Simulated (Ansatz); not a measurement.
Input for Ansatz (a program for electronic structure): R-CCSD(T)/cc-pVDZ on ammonia borane (SMILES [BH3-][NH3+]), a point of a torsion scan.

Ansatz 0.2 input:
```yaml
crystal:
  periodic: [false, false, false]
  atoms:
    - {symbol: B, position_ang: [-0.82594371, 0.08763951, -0.00833385]}
    - {symbol: N, position_ang: [0.82782553, -0.03434695, 0.01006133]}
    - {symbol: H, position_ang: [-1.19191146, -0.66055008, -0.85921665]}
    - {symbol: H, position_ang: [-1.05918538, 1.22832021, -0.25759918]}
    - {symbol: H, position_ang: [-1.18202884, -0.23434146, 1.08125601]}
    - {symbol: H, position_ang: [1.18158496, 0.23099609, -0.90112270]}
    - {symbol: H, position_ang: [1.07846028, -0.99308269, 0.21939605]}
    - {symbol: H, position_ang: [1.18951315, 0.58770161, 0.72284097]}
basis:
  gaussian:
    orbitals: cc-pVDZ
magnetization: {spin_polarized: false}
correlation: {method: ccsd_t, electrons: outside_noble_gas}
scf: {lower_state_search: off}
```

Program output:

```
Functional definition: HF
[...]
these checks for a lower state are left out or cut short: stability, starts, cluster_reference, orbital_swaps, neighbouring_geometries, increment
integrals: 0.02 GiB planned
521 factors; integrals over basis functions are off by at most 1.2e-3 eV
mean field: 0.08 GiB planned
mean field evaluation 1: about -2246.6531 eV, gradient 2.3e1 eV
mean field evaluation 2: about -2246.6537 eV, gradient 2.3e1 eV
mean field evaluation 4: about -2248.2468 eV, gradient 2.4e0 eV
mean field evaluation 8: about -2248.2643 eV, gradient 2.2e-2 eV
mean field -2248.26431578 eV, -82.6221896765 hartree, gradient 9.5e-6 eV, S^2 0.000000; 0 other end points of the search recorded, 0 dependent functions left out
2 core orbitals not correlated
reference -2248.26431578 eV, -82.6221896765 hartree; 7, 7 occupied and 49, 49 virtual orbitals, 521 factors
second order -8.10263606 eV of doubles, -0.00000000 eV of singles
coupled cluster: 0.11 GiB planned
cycle   1  -8.80750990 eV  change   -7.0e-1 eV  update   5.7e-2
cycle   2  -9.07157370 eV  change   -2.6e-1 eV  update   1.7e-2
cycle   3  -9.09112873 eV  change   -2.0e-2 eV  update   4.3e-3
cycle   4  -9.09132152 eV  change   -1.9e-4 eV  update   1.2e-3
cycle   5  -9.09150046 eV  change   -1.8e-4 eV  update   2.8e-4
cycle   6  -9.09146181 eV  change    3.9e-5 eV  update   7.5e-5
cycle   7  -9.09145171 eV  change    1.0e-5 eV  update   1.9e-5
cycle   8  -9.09145288 eV  change   -1.2e-6 eV  update   5.8e-6
perturbative correction -0.19703156 eV, -0.0072407761 hartree
Total energy: -2257.55280021 eV, -82.9635351834 hartree
Checks for a lower state left out: stability, starts, cluster_reference, orbital_swaps, neighbouring_geometries, increment
```

Self-consistency was reached.

Cost: very roughly 0.6 core-seconds.
